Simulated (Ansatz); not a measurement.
A search over several starts for the lowest SCF solution of [GeBr3]- (GeBr3⁻) at the given spin, in a small basis.

```yaml
crystal:
  periodic: [false, false, false]
  atoms:
    - {symbol: Ge, position_ang: [-0.005940, 0.006146, 0.902629]}
    - {symbol: Br, position_ang: [2.173935, -0.038531, -0.286826]}
    - {symbol: Br, position_ang: [-1.052784, 1.898016, -0.320431]}
    - {symbol: Br, position_ang: [-1.115211, -1.865631, -0.295363]}
basis:
  gaussian: {orbitals: def2-SVP, initial_orbitals: start.molden}
total_charge: -1
hamiltonian: {xc: pbe0, dispersion: d4}
output: {orbitals: {seedname: orbitals}}
```

The file start.molden holds the orbitals of an earlier run on this structure, at another level or in another basis.

```sh
$ ansatz run in.yaml --threads 4 --pin off --events-out ev --progress --plain --max-ram 3916MiB
```

Output, abridged:

```
Functional definition: PBE0
1228 factors; integrals over basis functions are off by at most 4.6e-4 eV
mean field evaluation 1: about -266599.5355 eV, gradient 5.4e0 eV
mean field evaluation 2: about -266599.6353 eV, gradient 8.0e-2 eV
mean field evaluation 4: about -266599.6414 eV, gradient 5.5e-5 eV
mean field evaluation 8: about -266598.7708 eV, gradient 2.2e1 eV
mean field evaluation 16: about -266599.6414 eV, gradient 2.9e-3 eV
mean field -266599.64143382 eV, -9797.3561149654 hartree, gradient 1.4e-5 eV, S^2 0.000000; 1 other end points of the search recorded, 0 dependent functions left out
reference -266599.64145830 eV, -9797.3561158651 hartree; 69, 69 occupied and 59, 59 virtual orbitals, 1228 factors
Total energy: -266599.81997496 eV, -9797.3626762314 hartree
```

Hardware: 4 threads of Arm Neoverse N1 on a shared host. Wall time 4.6 s.
